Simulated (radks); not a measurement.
Problem. The mean radii <r> (bohr) of the occupied orbitals of an atom or ion are listed with their occupations. Method: scalar-relativistic Kohn-Sham, PBE, spin-polarised, spherical densities, finite nucleus; Fermi nuclear charge, rms radius of each element as measured or else 0.836 A^(1/3) + 0.57 fm; computed with a radial shooting solver on a logarithmic mesh with Libxc functionals.

| orbital | occ. | <r> |
|---|---|---|
| 1s down | 1 | 0.03707 |
| 1s up | 1 | 0.03707 |
| 2s up | 1 | 0.1626 |
| 2s down | 1 | 0.1626 |
| 2p up | 3 | 0.1417 |
| 2p down | 3 | 0.1417 |
| 3s up | 1 | 0.4585 |
| 3s down | 1 | 0.4585 |
| 3p up | 3 | 0.4621 |
| 3p down | 3 | 0.4621 |
| 3d up | 5 | 0.4526 |
| 3d down | 5 | 0.4525 |
| 4s up | 1 | 1.216 |
| 4s down | 1 | 1.210 |
| 4p up | 3 | 1.372 |
| 4p down | 3 | 1.366 |
| 5s up | 1 | 3.667 |
| 4d up | 2 | 2.259 |
| 5s down | 1 | 3.828 |

Name the element and its charge. Open shells, if any, are filled with parallel spins first.

Solution. Z = 40, zirconium, charge 0: Zr in [Kr] 4d2 5s2. The 1s radius gives Z: for a bare nucleus <r> = (2 gamma + 1)/(2Z) with gamma = sqrt(1 - (Z/c)^2), 0.03641 bohr for Z = 40, and screening makes it slightly larger (0.03707 here). The occupations add up to 40, and the charge is Z minus that.
